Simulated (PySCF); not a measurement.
**Spinor energies of Ho(40+) (holmium, charge +40)**

Start: [Ar] 3d9; 3d3/2 filled at m_j = -1/2, +1/2, +3/2; 3d5/2 filled at m_j = -5/2, -3/2, -1/2, +1/2, +3/2, +5/2. Calculated with PySCF 2.14 in an even-tempered Gaussian basis (16 s from 8.5 bohr⁻², ratio 2.8; 13 p from 11 bohr⁻², ratio 2.8; 8 d from 11 bohr⁻², ratio 2.8; 3 f from 43 bohr⁻², ratio 3): generalised Hartree-Fock with the X2C-1e Hamiltonian and a Gaussian nucleus; one run each with spin-orbit coupling (SO) screened by Boettger's factors, then bare. This is a chosen level, not necessarily the ground level.

```csv
spinor shell,electrons,"ε, screened SO (eV)","ε, bare SO (eV)",weight of nominal j (bare SO),"rms radius, bare SO (bohr)"
1s1/2,2,-57794.3,-57793.7,1.000,0.0236
2s1/2,2,-11328.9,-11328.9,1.000,0.0951
2p1/2,2,-10862.5,-10884.3,1.000,0.0809
2p3/2,4,-10000.0,-9992.6,1.000,0.0878
3s1/2,2,-3894.4,-3894.4,1.000,0.239
3p1/2,2,-3689.8,-3694.7,1.000,0.230
3d3/2,3,-3177.3,-3182.0,0.998,0.213
3d5/2,6,-3135.7,-3132.8,0.999,0.217
```

Question: Where does 3p3/2 lie, and what is the 3p spin-orbit splitting (bare SO)?

Answer: At -3499.0 eV, 195.69 eV above 3p1/2.

| quantity | screened SO | bare SO |
| --- | --- | --- |
| E (hartree) | -11557.16293 | -11557.66967 |
| M_J | 3/2 | 3/2 |
| ⟨J²⟩ | 3.750 | 3.750 |
| ⟨L²⟩ | 6.039 | 6.042 |
| ⟨S²⟩ | 0.788 | 0.791 |

Each row is a mean over spinors that exchange with the open shell spreads, by up to 21.510 eV (3p1/2).

Breit and QED terms are absent; they matter most for the inner s and p1/2 levels.

Densities and radii are taken from the X2C orbitals without a picture-change correction, which distorts them close to the nucleus.
